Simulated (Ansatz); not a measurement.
A nudged elastic band was laid between two geometries of C₃H₁₀AlNSi (16 atoms, charge 0, multiplicity 1).

Computed with RHF/STO-3G in Ansatz.

| Quantity | Value |
| --- | --- |
| movable images | 7 |
| climbing image | yes |
| spring | 5.0 eV/Å² |
| optimiser | quadratic models (default) |
| start path | IDPP |
| force threshold | 0.03 eV/Å |
| iteration limit | 60 |
| end points | relaxed |

Initial state:

```xyz
16
Properties=species:S:1:pos:R:3
C 0.351 -0.446 1.825
N 0.739 -0.014 0.477
C 1.405 -1.045 -0.376
Al 1.151 -0.063 -2.000
Si -0.168 1.083 -0.576
C -2.022 0.815 -0.509
H 1.214 -0.828 2.375
H -0.409 -1.236 1.830
H -0.050 0.397 2.390
H 2.419 -1.250 -0.027
H 0.876 -2.003 -0.342
H 1.685 -0.161 -3.373
H 0.036 2.437 -0.162
H -2.532 1.465 -1.210
H -2.299 -0.203 -0.753
H -2.420 1.030 0.475
```

Final state:

```xyz
16
Properties=species:S:1:pos:R:3
C 0.325 -0.627 1.775
N 0.744 -0.209 0.432
C 1.105 -1.310 -0.514
Al 1.013 -0.191 -2.066
Si 0.062 1.129 -0.507
C -1.800 1.277 -0.344
H 0.165 0.247 2.408
H 1.095 -1.240 2.250
H -0.602 -1.212 1.783
H 2.056 -1.769 -0.238
H 0.365 -2.117 -0.498
H 1.450 -0.318 -3.470
H 0.586 2.373 -0.035
H -2.183 2.063 -0.984
H -2.310 0.362 -0.617
H -2.094 1.519 0.669
```

What changes between the two ends?

No bond is made or broken. The dihedral H9–C1–N2–C3 goes from 175 to -64°. The two ends are copies of one structure, up to a mirror image or an exchange of like atoms.

What energy profile does the band end with?

It converged. The highest image is number 4 of 0 to 8, 0.076 eV above the ends, which have the same energy within 2 meV. The profile has 2 maxima (images 1, 4) with wells between them (image 2): this band takes more than one step, which may be the mechanism or a detour left from its start path. A vibrational analysis at the climbing image gives one clearly imaginary mode, 195i cm⁻¹: a first-order saddle point. Limits of this set-up: minimal basis.

```tsv
image	path coordinate (Å)	energy (eV)	dihedral H9–C1–N2–C3 (°)
0	0.00	0.000	175
1	0.82	0.021	-179
2	1.64	0.005	177
3	2.46	0.016	-158
4	3.28	0.076	-119
5	3.60	0.063	-104
6	3.92	0.035	-89
7	4.24	0.009	-76
8	4.57	0.000	-64
```

What is the geometry of the highest image?


```xyz
16
Properties=species:S:1:pos:R:3
C 0.310 -0.658 1.821
N 0.462 -0.369 0.394
C 1.151 -1.348 -0.487
Al 0.987 -0.252 -2.052
Si -0.004 1.059 -0.510
C -1.846 1.395 -0.433
H 0.791 0.097 2.453
H 0.762 -1.618 2.066
H -0.739 -0.708 2.129
H 2.169 -1.558 -0.145
H 0.637 -2.314 -0.505
H 1.390 -0.402 -3.464
H 0.615 2.235 0.025
H -2.112 2.239 -1.057
H -2.431 0.548 -0.766
H -2.165 1.630 0.575
```

Time of the run: 2.2 min on 1 thread of Arm Neoverse V1 (shared host), peak memory 0.11 GiB.
